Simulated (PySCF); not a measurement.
C3H7Tl.
Bonds: C1–C2 (double), C2–Tl3, Tl3–C4. Hydrogens: H5, H6 on C1; H7 on C2; H8 on Tl3; H9, H10, H11 on C4.

Level of theory: PBE0-D3(BJ)/def2-SVP geometry optimisation, gas phase, def2 core potentials past Kr (PySCF 2.14.0).

Question: Give the optimised bond lengths and angles.

Answer: 
```
                 bond  length (Å)
                C1=C2       1.337
               C2–Tl3       2.203
               Tl3–C4       2.210
                C1–H5       1.099
                C1–H6       1.097
                C2–H7       1.097
               Tl3–H8       1.758
C4–H9, C4–H10, C4–H11       1.099
```

Bonds in one row agree within 0.01 Å and their mean is given. A selection of angles:
```
     angle  degrees
  C2–C1–H5    122.2
  C2–C1–H6    122.2
  H5–C1–H6    115.6
 C1–C2–Tl3    121.7
  C1–C2–H7    118.7
 Tl3–C2–H7    119.6
 C2–Tl3–C4    121.6
 C2–Tl3–H8    115.0
 C4–Tl3–H8    123.5
 Tl3–C4–H9    108.3
Tl3–C4–H10    110.1
Tl3–C4–H11    110.6
 H9–C4–H10    108.6
```

Torsions: C1–C2–Tl3–C4 179° (antiperiplanar). The mirror-image conformer, all signs reversed, is as good.

Tl3 (thallium bonded to 2 C and H) is planar (angles 123.5°, 121.6° and 115.0°, sum 360.0°, 0.01 Å off the plane of its three neighbours). The 4 heavy atoms lie in one plane (0.005 Å rms).

Stationary, but not proved a minimum. One conformer, not necessarily the lowest.

Hardware: Arm Neoverse V2, one thread, shared host with 96 logical CPUs at a one-minute load of 37. Cost: 31 s, 0.43 GiB resident at most. These figures are those of the optimisation.
